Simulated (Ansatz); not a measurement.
Cost and result for the atomization energy of B2H8SiSn (`B[B]([SiH3])[SnH3]`) (12 atoms, 11 bonds).

```csv
atom,x (Å),y (Å),z (Å)
B1,-0.9103,1.6391,-0.3455
B2,0.1503,0.4821,-0.3754
Si3,1.7393,-0.4412,-1.1309
Sn4,-0.9668,-0.6637,1.2967
H5,-0.8248,2.5453,0.4396
H6,-1.9251,1.5633,-0.9852
H7,1.1777,-1.3836,-2.1419
H8,2.6934,0.4759,-1.8076
H9,2.4806,-1.2355,-0.1144
H10,-2.4313,0.0183,1.8449
H11,0.1101,-0.7691,2.6179
H12,-1.2931,-2.2310,0.7018
```

Total charge 0; spin multiplicity 1. Correlated methods include outer-core shells of Sn, which these sets cover unevenly. Sn takes the def2 core potential. The geometry is a stationary point of PBE0-D4/def2-TZVP. Program: Ansatz. All runs use 4 threads of a server CPU on a shared host. Times are those of one run each, without the atoms' runs, and a repeat can differ threefold. Electronic energies, without spin–orbit coupling; frozen cores. CCSD(T)/CBS adds CCSD(T) − MP2 in def2-TZVPP to the MP2 limit, and its time is that of the two runs behind it. T1 = 0.016. With those shells the extrapolation isn't a true limit. B3LYP takes the VWN-RPA correlation (the form of Gaussian; ORCA's B3LYP/G).

CCSD(T)/CBS is a level of theory with its own doubt, some kJ/mol a heavy atom from the limit and from the frozen cores, so smaller differences don't rank the functionals.

```
                            level  functions  wall time  atomization (kJ/mol)  difference from CCSD(T)/CBS  per bond
             revPBE-D4/def2-TZVPP        266      2.5 s                3355.6                        -58.9      -5.4
  PBE-D4/def2-TZVPP (with forces)        266      3.6 s                3415.5                          1.0       0.1
              BHLYP-D4/def2-TZVPP        266      4.5 s                3394.9                        -19.6      -1.8
               PBE0-D4/def2-TZVPP        266      4.5 s                3405.4                         -9.1      -0.8
          CAM-B3LYP-D4/def2-TZVPP        266        6 s                3438.2                         23.7       2.2
                 CCSD(T)/def2-SVP        112        6 s                3215.7                       -198.8     -18.1
            r2SCANh-D4/def2-TZVPP        266      6.5 s                3433.0                         18.5       1.7
B3LYP-D4/def2-TZVPP (with forces)        266      7.5 s                3427.7                         13.2       1.2
                B2PLYP/def2-TZVPP        266        8 s                3367.8                        -46.7      -4.2
 ωB97M-V/def2-TZVPP (with forces)        266       15 s                3422.7                          8.2       0.7
                   MP2/def2-QZVPP        506       40 s                3346.2                        -68.3      -6.2
               CCSD(T)/def2-TZVPP        266    2.7 min                3341.6                        -72.9      -6.6
                CCSD(T)/CBS(def2)          –    3.3 min                3414.5                          0.0       0.0
```

At CCSD(T), def2-SVP lies −198.8 kJ/mol from the extrapolated value and def2-TZVPP −72.9 kJ/mol: correlation converges slowly with the basis, and small sets miss more of it in the bonded molecule than in its fragments. From r2SCAN to r2SCAN0 (25 % exact exchange), in def2-TZVPP and without D4, the atomization energy moves by −27.1 kJ/mol: exact exchange takes away binding that semilocal exchange gives to molecules. In def2-TZVPP, CCSD(T) changes the Hartree–Fock value by +727.3 kJ/mol (the triples alone add +35.3 kJ/mol) and MP2 by +688.8 kJ/mol; breaking electron pairs costs correlation energy, which Hartree–Fock lacks.

Spin–orbit coupling would lower the free Sn atoms strongly, and the atomization energy with them, by more than many differences here. For some Ge, Se and Sn compounds the MP2-based and the directly extrapolated limit differ by 10 to 25 kJ/mol.
